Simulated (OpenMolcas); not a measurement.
## Ionisation energies of zinc

```json
{"Program": "OpenMolcas", "Basis": "ANO-R3 [7s5p5d3f2g1h]", "Scalar Hamiltonian": "X2C, finite nucleus", "Spin-orbit coupling": "state interaction with AMFI integrals over the reference wave functions, term energies averaged over their components"}
```

Active shells in each charge state: the valence s, p shells, with orbitals averaged over the low states. Where CASPT2's correlated closed shells are named, they are those of the first ion.

A. CASSCF
B. SS-CASPT2, IPEA 0.25 Eh, imaginary shift 0.1 Eh (closed shells correlated: 3d)
C. SS-CASPT2, IPEA 0.25 Eh, imaginary shift 0.1 Eh (closed shells correlated: 3s 3p 3d)
D. SS-CASPT2, IPEA 0.25 Eh, imaginary shift 0.1 Eh (closed shells correlated: none)
E. SS-CASPT2, IPEA 0 Eh, imaginary shift 0.1 Eh (closed shells correlated: 3d)

Energies in eV between the lowest computed levels, named as in B; reference values from the NIST Atomic Spectra Database with their kind.

```csv
From,To,A,B,C,D,E,Spin-orbit share in B,Reference
Zn 4s² ¹S₀,Zn+ 4s ²S_1/2,8.431,9.139,9.196,8.494,9.136,+0.000,9.394 (measured)
Zn+ 4s ²S_1/2,Zn2+ 3d¹⁰ ¹S₀,16.835,17.901,17.994,16.835,17.938,+0.000,17.964 (measured)
```

Error against the reference values, in %:

| From | Reference | A | B | C | D | E |
| --- | --- | --- | --- | --- | --- | --- |
| Zn | measured | -10.3 | -2.7 | -2.1 | -9.6 | -2.7 |
| Zn+ | measured | -6.3 | -0.4 | +0.2 | -6.3 | -0.1 |

Mean absolute error over the 2 measured values: A 1.05 eV, B 0.16 eV, C 0.11 eV, D 1.02 eV, E 0.14 eV. C lies closest.
